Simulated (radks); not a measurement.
Problem. Valence configurations of Ta I (all share [Xe]). Method: scalar-relativistic Kohn-Sham, PBE, spin-unpolarised, spherical densities, finite nucleus; Fermi nuclear charge, rms radius 5.3507 fm; computed with a radial shooting solver on a logarithmic mesh with Libxc functionals. Order these by energy: 4f14 5d3.5 6s1.5; 4f13 5d4 6s2; 4f14 5d2 6s2 6p1; 4f13 5d3 6s1.5 6p1.5; 4f12 5d5 6s2; 4f13.5 5d2.5 6s2 6p1; 4f14 5d4 6s1; 4f14 5d3 6s2; 4f13 5d3 6s2 6p1; 4f14 5d2.5 6s2 6p0.5.

Solution. From the lowest, in eV above it: 4f14 5d3 6s2 0.000; 4f14 5d3.5 6s1.5 0.987; 4f14 5d2.5 6s2 6p0.5 1.291; 4f14 5d4 6s1 2.090; 4f14 5d2 6s2 6p1 2.987; 4f13.5 5d2.5 6s2 6p1 15.056; 4f13 5d4 6s2 24.822; 4f13 5d3 6s2 6p1 28.972; 4f13 5d3 6s1.5 6p1.5 31.455; 4f12 5d5 6s2 57.286. NIST lists [Xe] 4f14 5d3 6s2 as the ground configuration; this level of theory agrees among the configurations tried. The energies are those of spherical spin-averaged densities, not of single terms.
